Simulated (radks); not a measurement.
Task: These are the eigenvalues of the occupied orbitals of an atom or ion with whole-number occupations (Ry). Calculated with a radial shooting solver on a logarithmic mesh with Libxc functionals: Dirac Kohn-Sham, PBE, spin-unpolarised, spherical densities, finite nucleus; Fermi nuclear charge, rms radius of each element as measured or else 0.836 A^(1/3) + 0.57 fm.

orbital  eigenvalue
1s1/2     -1863.729
2s1/2     -277.1169
2p1/2     -257.7474
2p3/2     -244.8631
3s1/2     -53.40629
3p1/2     -45.70447
3p3/2     -43.42841
3d3/2     -29.80365
3d5/2     -29.34495
4s1/2      -9.98771
4p1/2      -7.51470
4p3/2      -7.11729
4d3/2      -3.26200
4d5/2      -3.20733
5s1/2      -2.01362
5p1/2      -1.45764
5p3/2      -1.40883

Which element is it, and in what charge state? The configuration may be excited. Open shells, if any, are shared by 2j + 1.

Result: Z = 47, silver, charge +2: Ag2+ in [Kr] 4d6 5s1 5p2. The list shows which subshells hold electrons but not how many an open one holds; the 1s level, -931.86 hartree, gives Z - s = 43.2 by -(Z - s)^2/2, which with screening and relativity narrows Z to a few neighbours, and the depths of the outer levels then fix element, charge and occupations together.
